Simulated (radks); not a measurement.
Values are calculated unless marked as measured or tabulated.
Level of theory: scalar-relativistic Kohn-Sham, LDA (Slater exchange, Perdew-Wang correlation), spin-unpolarised, spherical densities, finite nucleus; Fermi nuclear charge, rms radius of each element as measured or else 0.836 A^(1/3) + 0.57 fm (a radial shooting solver on a logarithmic mesh with Libxc functionals). Response by self-consistent Sternheimer equations with the Hartree and adiabatic LDA kernel, the relativistic mass of each level held fixed and spin-orbit coupling left out. Rank Sr, Sr5+, Sr6+, Sr4+, Sr2+, Sr3+, Sr+ (NIST ground configurations) by static dipole polarisability, largest first.

Answer. Sr 178.4, Sr+ 78.27, Sr2+ 5.933, Sr3+ 4.506, Sr4+ 3.541, Sr5+ 2.852, Sr6+ 2.343 bohr^3.
